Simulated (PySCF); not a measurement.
Re⁴⁸⁺: fine-structure interval

Re⁴⁸⁺ [Ar] 3d9 [3d3/2^4 3d5/2^5, M_J = 5/2] → Re⁴⁸⁺ [Ar] 3d9 [3d3/2^3 3d5/2^6, M_J = 3/2], as a difference of total energies. Computed with PySCF 2.14 in an uncontracted even-tempered set (15 s from 12 bohr⁻², ratio 2.8; 13 p from 16 bohr⁻², ratio 2.8; 8 d from 16 bohr⁻², ratio 2.8; 3 f from 59 bohr⁻², ratio 3), with the two-component X2C-1e Hamiltonian. Correlated levels: [Ne] frozen; the 78 highest virtual spinors dropped. "Screened" scales the spin-orbit matrix elements by Boettger's factors to mimic the two-electron term; Breit and QED terms are absent.

```
                    method  fine-structure interval (cm⁻¹)
 GHF (screened spin-orbit)                          587100
GMP2 (screened spin-orbit)                          586600
     GHF (bare spin-orbit)                          678430
```
